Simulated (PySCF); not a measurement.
Compound: BCl2(OiPr), C₃H₇BCl₂O.
Bonds: B1–Cl2, B1–Cl3, B1–O4, O4–C5, C5–C6, C5–C7. Hydrogens: H8 on C5; H9, H10, H11 on C6; H12, H13, H14 on C7.

The closed-shell ground state was solved at several levels (PySCF, density fitting, gas phase, non-relativistic). Geometry: PBE0-D3(BJ)/def2-SVP, one conformer, isolated molecule.

```csv
level,basis functions,total energy (Eh),HOMO (eV),LUMO (eV),gap (eV),dipole (D)
PBE0/pcSseg-1,168,-1138.5254,-8.90,-0.14,8.76,2.95
wB97X-D/def2-SVPD,213,-1138.6563,-10.78,1.55,12.33,2.87
```

Problem. What might B3LYP/pcSseg-1 (168 basis functions) give for the same quantities?

Solution. Total energy -1139.1294 Eh, HOMO -8.58 eV, LUMO -0.31 eV, gap 8.27 eV, dipole 2.89 D.

Problem. Over all these levels, which gives the widest orbital gap and which the narrowest?

Solution. wB97X-D/def2-SVPD (range-separated hybrid) has the widest, 12.33 eV, and B3LYP/pcSseg-1 (global hybrid, 20 % exact exchange) the narrowest, 8.27 eV. Functional and basis both differ between the two, so the spread mixes both effects.

Problem. How far do the dipole and the HOMO energy spread over the levels?

Solution. The dipole runs from 2.87 to 2.95 D (mean 2.90 D) and the HOMO from -10.78 to -8.58 eV.

Note: wB97X-D ran without an empirical dispersion term, which enters the total energy and its gradient alone.
